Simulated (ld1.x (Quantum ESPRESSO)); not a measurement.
**An all-electron radial function and its pseudo partner (O)**

Columns: radius, all-electron u(r) and pseudo u(r) of the 2p shell (level -9.25 eV) of oxygen in the configuration [He] 2s1.5 2p4.5; PBE, non-relativistic, ultrasoft scheme, ld1.x (Quantum ESPRESSO) 7.5.

| r (bohr) | all-electron | pseudo |
| --- | --- | --- |
| 0.082 | 0.0742 | 0.0119 |
| 0.165 | 0.2230 | 0.0475 |
| 0.248 | 0.3810 | 0.1040 |
| 0.330 | 0.5199 | 0.1766 |
| 0.413 | 0.6341 | 0.2619 |
| 0.495 | 0.7202 | 0.3522 |
| 0.578 | 0.7821 | 0.4438 |
| 0.660 | 0.8211 | 0.5290 |
| 0.742 | 0.8416 | 0.6042 |
| 0.825 | 0.8472 | 0.6665 |
| 0.908 | 0.8410 | 0.7125 |
| 0.990 | 0.8260 | 0.7411 |
| 1.072 | 0.8045 | 0.7536 |
| 1.155 | 0.7782 | 0.7513 |
| 1.238 | 0.7486 | 0.7367 |
| 1.320 | 0.7174 | 0.7134 |
| 1.402 | 0.6851 | 0.6844 |
| 1.485 | 0.6520 | 0.6521 |
| 1.568 | 0.6190 | 0.6191 |
| 1.650 | 0.5869 | 0.5869 |
| 1.733 | 0.5551 | 0.5551 |
| 1.815 | 0.5246 | 0.5246 |
| 1.898 | 0.4949 | 0.4949 |
| 1.980 | 0.4668 | 0.4668 |
| 2.062 | 0.4398 | 0.4398 |
| 2.145 | 0.4138 | 0.4138 |

How many radial nodes do the two functions have?

The all-electron 2p function has n − l − 1 = 0; the pseudo-wave has 0.

At about which radius was the pseudo-wave matched?

1.65 bohr. The columns agree to 0.0005 from 1.49 bohr on; several derivatives are matched, so the curves merge somewhat inside the radius.

Is the pseudo-wave norm-conserving?

No, it belongs to an ultrasoft set: the norm inside the radius is not constrained, and the difference is carried by the augmentation charge.
